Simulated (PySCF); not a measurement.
## Ionisation energy along the 6-electron series

Calculated with PySCF 2.14 and a two-component X2C-1e Hamiltonian (Gaussian nucleus, no Breit or QED terms), each ion in its own even-tempered basis scaled to its charge; GMP2 freezes nothing and drops the highest virtual spinors. Values in eV. NIST values: (m) measured, (s) semi-empirical, (t) theoretical.

| ion | configuration | GHF (spin-free) | GMP2 (spin-free) | GHF (screened spin-orbit) | GMP2 (screened spin-orbit) | NIST |
| --- | --- | --- | --- | --- | --- | --- |
| Ti¹⁶⁺ | [He] 2s2 2p2 | 1131.1 | 1131.3 | 1129.9 | 1130.3 | 1130.2 ± 0.5 (s) |
| Cr¹⁸⁺ | [He] 2s2 2p2 | 1395.0 | 1395.1 | 1393.9 | 1394.4 | 1394.5 ± 0.7 (s) |

(1) Fill in the row of V¹⁷⁺.

Results:

(1) configuration: [He] 2s2 2p2; GHF (spin-free): 1259.6; GMP2 (spin-free): 1259.7; GHF (screened spin-orbit): 1258.4; GMP2 (screened spin-orbit): 1258.8; NIST: 1258.9 ± 0.6 (s).
